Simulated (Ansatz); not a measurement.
Program: Ansatz. Geometries: PBE0-D4/def2-TZVP. ΔE: electronic, gas phase. CCSD(T)/CBS is the MP2 limit (def2-TZVPP, def2-QZVPP) plus CCSD(T) − MP2 in def2-TZVPP, frozen cores. DFT in def2-TZVPP. B3LYP here is the variant with VWN-RPA as its local correlation; programs differ in this. For As outer-core shells are correlated without core-valence functions, which leaves a few kJ/mol of doubt a bond. Scalar relativity is left out up to krypton. One conformer a species, not always the lowest.

Reaction (redistribution): `C[SiH](N)O[SiH3]` + `CN[AsH]N` → `N[SiH](N)O[SiH3]` + `CN[AsH]C`

```
             level  ΔE (kJ/mol)
            PBE-D4        -58.2
         r2SCAN-D4        -64.5
           PBE0-D4        -63.5
           ωB97X-V        -64.4
              PBE0        -62.9
             B3LYP        -63.3
     HF/def2-QZVPP        -72.9
SCS-MP2/def2-QZVPP        -69.8
```

Task: What does CCSD(T)/CBS give? (Estimate.)

Result: Computed: -68.5 kJ/mol. The listed levels differ from it by 10.3, 4.0, 5.0, 4.1, 5.6, 5.2, -4.4, -1.3 kJ/mol.

Largest T1 diagnostic among the species: 0.011.

From PBE to PBE0 (25 % exact exchange), in def2-TZVPP and without D4, ΔE moves by −5.5 kJ/mol.
